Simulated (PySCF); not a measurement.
Question: Write a Z-matrix for InChI=1S/C5H7BOSi/c7-3-4-1-2-5(8)6-4/h1-3,6H,8H3 as optimised with PBE0-D3(BJ)/def2-SVP.

Answer: 
Z-matrix in Å and degrees, rows numbered from 1:
```
O 
C   1  1.2077
C   2  1.4633  1  124.64
C   3  1.3529  2  123.66  1  -179.88
C   4  1.4944  3  111.82  2  -179.91
C   5  1.3550  4  112.84  3     0.05
Si  6  1.8623  5  125.43  4   179.81
B   3  1.5879  2  130.70  1    -0.34
H   2  1.1227  1  120.57  3   179.96
H   4  1.0967  3  125.62  2     0.12
H   5  1.0965  4  121.23  3  -179.93
H   7  1.4957  6  110.41  5   121.40
H   7  1.4957  6  110.01  5     0.82
H   7  1.4959  6  110.34  5  -119.60
H   8  1.2033  3  127.55  2    -1.13
```

The 4 C–C bonds span 1.353 Å (C3=C4, drawn double) to 1.494 Å (C4–C5, drawn single), a spread of 0.141 Å. The 8 heavy atoms lie in one plane (0.005 Å rms). Si7 (SiH3 silicon) is tetrahedral (angles from 107.8° to 110.4°). B8 (ring boron) is planar (angles 127.6°, 127.5° and 104.9°, sum 360.0°, 0.01 Å off the plane of its three neighbours).

Computed with PBE0-D3(BJ)/def2-SVP geometry optimisation, gas phase in PySCF 2.14.0.

Point group: near Cs, missed by 0.08 Å at most; the miss may be what the optimiser left on a soft mode. Whether it is a minimum is left open (no frequencies). One conformer, not necessarily the lowest (O1–C2–C3–C4 180°).
